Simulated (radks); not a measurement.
Task: The mean radii <r> (bohr) of the occupied orbitals of an atom or ion are listed with their occupations. Calculated with a radial shooting solver on a logarithmic mesh with Libxc functionals: scalar-relativistic Kohn-Sham, BP86, spin-unpolarised, spherical densities, point nucleus.

| orbital | occ. | <r> |
|---|---|---|
| 1s | 2 | 0.02781 |
| 2s | 2 | 0.1198 |
| 2p | 6 | 0.1047 |
| 3s | 2 | 0.3221 |
| 3p | 6 | 0.3202 |
| 3d | 10 | 0.2968 |
| 4s | 2 | 0.7643 |
| 4p | 6 | 0.8206 |
| 4d | 10 | 0.9683 |
| 5s | 2 | 1.974 |
| 5p | 2 | 2.334 |

Name the element and its charge.

Result: Z = 52, tellurium, charge +2: Te2+ in [Kr] 4d10 5s2 5p2. The 1s radius gives Z: for a bare nucleus <r> = (2 gamma + 1)/(2Z) with gamma = sqrt(1 - (Z/c)^2), 0.02741 bohr for Z = 52, and screening makes it slightly larger (0.02781 here). The occupations add up to 50, and the charge is Z minus that.
